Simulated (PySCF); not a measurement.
Input of a run (PBE0-D3(BJ)/def2-SVP geometry optimisation, gas phase (PySCF 2.14.0)), started from GFN2-xTB:
```
{"job": {"xc": "PBE0", "basis": "def2-SVP", "d3": "d3bj", "grid": 2, "kind": "geom"}, "charge": 0, "multiplicity": 1}
C     -2.161164    -0.158468     0.058183
N     -0.714416    -0.116510     0.029910
B      0.094103    -1.259873     0.259748
C      1.588176    -1.032990     0.195152
C      2.068518     0.214773    -0.070676
C      1.179685     1.288777    -0.285383
C     -0.164901     1.093230    -0.229344
H     -2.490312    -1.170223     0.281174
H     -2.553536     0.515458     0.824708
H     -2.576467     0.141258    -0.907966
H     -0.426536    -2.287020     0.481275
H      2.308335    -1.826279     0.353898
H      3.132017     0.415184    -0.124433
H      1.563816     2.275311    -0.494605
H     -0.851731     1.915362    -0.393555
```

Output (energies in Eh, forces in Eh/bohr):
```
step   0  E = -274.46023348  max force = 0.015083
step   1  E = -274.46217088  max force = 0.001951
step   2  E = -274.46218069  max force = 0.000712
step   3  E = -274.46218138  max force = 0.000827
step   4  E = -274.46218505  max force = 0.000122
optimisation converged
```

Summarise the run.

The energy falls by 5.1 kJ/mol over 5 energy and gradient evaluations, the largest force component goes from 0.0151 to 1.2e-04 Eh/bohr, and the atoms move by 0.025 Å rms after alignment. The bond that changes most is B3–H11 (ring boron to B–H hydrogen), which lengthens by 0.036 Å. Bonds longer at the end by more than 0.005 Å: 14 of 15; shorter: 0. The energy never rose by more than 1e-6 Eh on the way. The first step brought 99 % of the lowering.

What are the final bond lengths?

C1–N2 1.453 Å, N2–B3 1.440 Å, B3–C4 1.513 Å, C4=C5 1.375 Å, C5–C6 1.419 Å, C6=C7 1.369 Å, N2–C7 1.361 Å, C1–H8 1.096 Å, C1–H9 1.102 Å, C1–H10 1.102 Å, B3–H11 1.209 Å, C4–H12 1.094 Å, C5–H13 1.096 Å, C6–H14 1.091 Å, C7–H15 1.094 Å. Numbering counts from 1 in the input's order; the species is `CN1BC=CC=C1`.

The run used 138 basis functions and 34 SCF cycles in all. Hardware: an Intel Xeon 6975P-C with one thread, no GPU, shared host with 192 logical CPUs at a one-minute load of 14. Cost: 25 s wall, 0.75 GiB resident at most.

No PBE0-D3(BJ)/def2-SVP frequencies stand behind this structure, so it isn't proved a minimum.
